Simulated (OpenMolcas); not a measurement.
**3d4 along the 22-electron sequence**

| Quantity | Value |
| --- | --- |
| Program | OpenMolcas 26.06 |
| Method | MS-RASPT2, IPEA 0.25 Eh, imaginary shift 0.1 Eh |
| Basis | ANO-RCC-VTZP |
| Scalar Hamiltonian | DKH2, point nucleus |
| Spin-orbit coupling | RASSI with atomic mean-field integrals over the reference wave functions, term energies averaged over their components |

Active space for each ion: 10 electrons in 8 orbitals (RAS1 3p, at most 2 holes; RAS2 3d); closed shells correlated by CASPT2: 3s.

Computed levels in cm-1 above 5D0:

```tsv
Level	Cr2+	Mn3+	Fe4+	Ni6+	Cu7+
5D1	68.8	106	158	299	402
5D2	204	312	463	864	1151
5D3	399	610	898	1652	2180
5D4	651	988	1446	2620	3420
3P0(1)	17110	21120	24870	30840	33570
3P1(1)	17520	21750	25810	32610	35920
3H4	17640	21630	25440	32260	35540
3H5	17780	21860	25780	32940	36480
3H6	17940	22110	26160	33640	37410
weight of 5D in the lowest level (%)	100	100	100	99	99
```

Measured, with the error of the calculation in %. Measured levels: Cr2+ from Sugar and Corliss, J. Phys. Chem. Ref. Data 6, 317 (1977); Mn3+ from Corliss and Sugar, J. Phys. Chem. Ref. Data 6, 1253 (1977); Fe4+ from Corliss and Sugar, J. Phys. Chem. Ref. Data 11, 135 (1982); Ni6+ from Corliss and Sugar, J. Phys. Chem. Ref. Data 10, 197 (1981).

```csv
Level,Cr2+,Mn3+,Fe4+,Ni6+
5D1,62.2 (+10.6),99.0 (+7.0),142 (+11.1),279 (+7.2)
5D2,183 (+11.1),287 (+8.9),417 (+10.9),804 (+7.5)
5D3,357 (+12.0),552 (+10.4),803 (+11.8),1520 (+8.7)
5D4,576 (+12.9),886 (+11.5),1283 (+12.7),2392 (+9.5)
3P0(1),16771 (+2.0),20654 (+2.3),24055 (+3.4),30077 (+2.5)
3P1(1),17169 (+2.0),21279 (+2.2),24973 (+3.3),31836 (+2.4)
3H4,17274 (+2.1),21281 (+1.7),24932 (+2.0),31672 (+1.9)
3H5,17397 (+2.2),21475 (+1.8),25226 (+2.2),32286 (+2.0)
3H6,17531 (+2.3),21679 (+2.0),25528 (+2.5),32877 (+2.3)
```

The fine-structure level 5D4 changes by a factor of 5.25 from Cr2+ to Cu7+. Its fourth root runs 5.05, 5.61, 6.17, 7.15, 7.65, with steps per unit of Z of 0.56, 0.56, 0.49, 0.49; equal steps would mean a (Z - σ)^4 law with constant σ.

3P0(1) changes by a factor of 1.96 over the same range, with steps per unit of Z of +4010, +3750, +2980, +2730 cm-1.

Term energies are means over components that CASPT2 splits; among the terms shown or strongly mixed into the levels shown the widest spread is 560 cm-1 (3d4 3H, Mn3+). Active for correlation alone: 3p; no level in the range computed is led by a configuration that opens it, so any true level of that kind is missing. The CASPT2 spread within a term exceeds the gap to the next term for 3d4 3H and 3d4 3P(1), so the order of their levels is uncertain (holds for Cr2+; Mn3+). Measured partners are found by configuration, term and J. A level has none where our copy of the source lacks it or the pairing is in doubt (some pairs that miss far off the trend of their configuration count as doubtful), and it then counts in no deviation. Levels of configurations outside the active space are missing.

A number in round brackets counts repeated terms of one configuration in the order of the reference energies.
